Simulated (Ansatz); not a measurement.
Isolated molecules relaxed with PBE0-D4/def2-TZVP in Ansatz; ΔE leaves out vibrations. CCSD(T)/CBS is the MP2 limit (def2-TZVPP, def2-QZVPP) plus CCSD(T) − MP2 in def2-TZVPP, frozen cores. Each species was taken in one conformer, which may not be the lowest.

`OC([SiH3])O[SiH3]` + `OC(O)O` → `OC(O)O[SiH3]` + `OCO[SiH3]`  (ligand exchange at the Si–C bond)

`OC([SiH3])O[SiH3]`:

Cartesian coordinates in Å:
```
O -1.125 -1.102 -0.255
C -0.260 -0.267 0.472
Si 1.161 -1.235 1.305
O 0.324 0.721 -0.346
Si -0.597 1.717 -1.299
H -0.602 -1.634 -0.864
H -0.910 0.209 1.218
H 2.130 -0.312 1.946
H 1.830 -2.021 0.233
H 0.598 -2.164 2.319
H 0.280 2.862 -1.638
H -1.793 2.176 -0.541
H -1.036 1.049 -2.550
```

`OC(O)O`:

```xyz
8

O    -0.392    0.503    1.240
C    -0.303   -0.102    0.009
O     0.370   -1.305    0.134
O     0.419    0.655   -0.924
H     0.494    0.488    1.625
H    -1.339   -0.243   -0.326
H     0.793   -1.488   -0.710
H    -0.041    1.491   -1.048
```

`OC(O)O[SiH3]`:

Z-matrix (Å, degrees):
```
C
O 1 1.385
O 1 1.400 2 107.8
O 1 1.377 2 109.0 3 122.8
H 1 1.098 2 111.9 3 -120.1
H 2 0.962 1 107.4 3 28.2
Si 3 1.659 1 122.1 2 160.6
H 4 0.965 1 107.1 2 -41.2
H 7 1.486 3 110.5 1 47.4
H 7 1.481 3 104.7 1 166.4
H 7 1.484 3 112.0 1 -74.9
```

`OCO[SiH3]`:

```xyz
10

O    -0.137   -1.731   -1.521
C    -0.351   -0.996   -0.371
O     0.334    0.229   -0.445
Si    0.219    1.423    0.681
H     0.805   -1.908   -1.595
H    -0.014   -1.539    0.526
H    -1.432   -0.831   -0.312
H     1.082    2.528    0.206
H    -1.190    1.883    0.820
H     0.684    0.943    2.013
```

```tsv
species	CCSD(T)/CBS(def2) energy (Eh)
`OC([SiH3])O[SiH3]`	-771.37645
`OC(O)O`	-265.98091
`OC(O)O[SiH3]`	-556.29334
`OCO[SiH3]`	-481.10433
```

Work out ΔE.

ΔE = (-556.29334) + (-481.10433) − (-771.37645) − (-265.98091) = -0.04031 Eh = -25.3 kcal/mol.

Largest T1 diagnostic among the species: 0.013.

From PBE to PBE0 (25 % exact exchange), in def2-TZVPP and without D4, ΔE moves by −1.8 kcal/mol. In def2-TZVPP, CCSD(T) changes the Hartree–Fock value by +5.7 kcal/mol (the triples alone add +0.8 kcal/mol) and MP2 by +4.8 kcal/mol.
